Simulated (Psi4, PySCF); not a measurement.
Input for Psi4:
```
memory 2 GB

molecule mol {
0 2
  C     0.005961    1.318105   -0.607329
  S    -0.171148    0.115116    0.583727
  C     0.222020   -1.373632   -0.385197
  H     0.710619    1.157904   -1.399658
  H    -0.226497    2.316277   -0.297022
  H     0.132268   -2.225304    0.280552
  H    -0.483491   -1.459379   -1.206035
  H     1.237578   -1.298185   -0.762312
}

set basis 6-31g*
set reference uhf
set freeze_core true
set mp2_type conv
set scf_type pk
set puream true
set d_convergence 1e-8

energy('ccsd(t)')
print_variables()
```

Task: Write the same job for PySCF.

Result: Several could match; the one computed here: 
```python
from pyscf import gto, scf, cc

mol = gto.Mole()
mol.atom = '''
    C     0.00596101    1.31810472   -0.60732876
    S    -0.17114785    0.11511586    0.58372680
    C     0.22202030   -1.37363243   -0.38519703
    H     0.71061926    1.15790413   -1.39965789
    H    -0.22649668    2.31627681   -0.29702164
    H     0.13226791   -2.22530445    0.28055238
    H    -0.48349098   -1.45937936   -1.20603518
    H     1.23757816   -1.29818465   -0.76231178
'''
mol.basis = '6-31g*'
mol.spin = 1
mol.verbose = 4
mol.build()

mf = scf.UHF(mol)
mf.kernel()

mycc = cc.CCSD(mf, frozen=7)
mycc.kernel()
et = mycc.ccsd_t()
print('E(CCSD(T)) = %.10f' % (mycc.e_tot + et))
```

Both were run: Psi4 gave -476.520028 Eh and PySCF -476.520028 Eh, 0.000 mEh apart.
